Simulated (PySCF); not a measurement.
Input for PySCF:
```python
from pyscf import gto, scf, cc

mol = gto.M(
    atom='''
C     0.000999    1.168731   -0.198484
O    -0.016288    0.002183    0.581813
C     0.009862   -1.170187   -0.189459
H    -0.021618    2.008493    0.492846
H     0.909599    1.224719   -0.811800
H    -0.872295    1.217775   -0.861658
H    -0.006410   -2.004736    0.508331
H    -0.863015   -1.230964   -0.852209
H     0.918878   -1.224019   -0.802352
''',
    basis='sto-3g',
    charge=0,
    spin=0,
    verbose=4,
)

mf = scf.RHF(mol)
mf.kernel()

mycc = cc.CCSD(mf)
mycc.direct = True
mycc.kernel()
et = mycc.ccsd_t()
print('E(CCSD(T)) = %.10f' % (mycc.e_tot + et))
```

Problem. Estimate the SCF-reference HOMO energy that PySCF with CCSD(T)/STO-3G returns for this input.

Solution. -9.06 eV

Problem. Estimate the T1 diagnostic that CCSD(T)/STO-3G returns for this input.

Solution. 0.005

Problem. What is the computed MP2 correlation energy (CCSD(T)/STO-3G)?

Solution. -0.1399 Eh

Problem. Give the SCF-reference HOMO-LUMO gap at the level CCSD(T)/STO-3G.

Solution. 24.66 eV

Problem. Give the total energy at the level CCSD(T)/STO-3G.

Solution. -152.3197 Eh

Problem. Predict the SCF-reference Mulliken (on the basis functions themselves) charges in atom order from CCSD(T)/STO-3G.

Solution. C1 -0.05, O2 -0.25, C3 -0.05, H4 0.07, H5 0.05, H6 0.05, H7 0.07, H8 0.05, H9 0.05
